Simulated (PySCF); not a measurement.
Computed shifts of a molecule C2H7ClOSi2, PBE/pcSseg-1 (PySCF), GIAO, gas phase, atoms alike by connectivity averaged where their shifts nearly agree, in ppm (number of nuclei): ¹³C: 157.4 (1), 153.2 (1). ²⁹Si: -6.0 (1), -67.2 (1). ¹H: 7.19 (1), 7.06 (1), 5.83 (1), 4.60 (3), 1.87 (1). References: ¹³C against TMS (σ = 182.0 ppm); ²⁹Si against TMS (σ = 335.4 ppm); ¹⁷O against H2O (σ = 334.3 ppm); ³⁵Cl against HCl (σ = 936.5 ppm); ¹H against TMS (σ = 31.49 ppm), references at their B3LYP-D3(BJ)/def2-TZVP geometries, non-relativistic (without spin–orbit terms, shifts of atoms bonded to Cl or Br come out too high). The structure is a stationary point at PBE0-D3(BJ)/def2-SVP. Other conformers were not sampled.

Which structure fits?
A) C[Si@H]1CO[Si@H]1Cl
B) C[SiH2]C(=O)[SiH2]Cl
C) C=C([SiH3])[Si@H](O)Cl
D) [SiH3]/C=C/O[SiH2]Cl

C, C=C([SiH3])[Si@H](O)Cl
